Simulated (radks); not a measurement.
The numbers below are computed, except where a source is named.
Task: The sulfur anion S2-, [Ar], held by a Watson sphere: a shell of charge +2 at radius R that stands for the Madelung well of a crystal (potential energy -2/R inside, -2/r outside, in hartree with lengths in bohr). Code: a radial shooting solver on a logarithmic mesh with Libxc functionals. Model: scalar-relativistic Kohn-Sham, LB94 model potential, spin-polarised, spherical densities, point nucleus. Response by self-consistent Sternheimer equations with the Hartree and adiabatic LDA kernel, the relativistic mass of each level held fixed and spin-orbit coupling left out. The sphere does not respond.

R (bohr)  e(2p) (eV)  e(3s) (eV)  e(3p) (eV)  <r> 3p (bohr)  sum of <r^2> (bohr^2)  X-ray form factor at sin(theta)/lambda = 0.1 1/angstrom  alpha (bohr^3)
2.01         -168.53     -22.746     -12.873          2.075                  39.65                                                   15.540           23.41
2.98         -167.28     -19.621     -10.287          2.299                  47.91                                                   15.177           40.13
3.16         -167.00     -19.149      -9.844          2.333                  49.25                                                   15.127           44.12
3.44         -166.54     -18.470      -9.191          2.380                  51.23                                                   15.058           50.89
3.6          -166.28     -18.112      -8.839          2.405                  52.30                                                   15.024           55.05
3.91         -165.78     -17.470      -8.198          2.448                  54.26                                                   14.966           63.75
4.01         -165.62     -17.276      -8.002          2.461                  54.86                                                   14.949           66.74
4.52         -164.85     -16.381      -7.089          2.519                  57.74                                                   14.878           83.33

Estimate the row for R = 2.11 bohr.

Result: e(2p) (eV) -168.41; e(3s) (eV) -22.379; e(3p) (eV) -12.604; <r> 3p (bohr) 2.102; sum of <r^2> (bohr^2) 40.57; X-ray form factor at sin(theta)/lambda = 0.1 1/angstrom 15.496; alpha (bohr^3) 24.76.
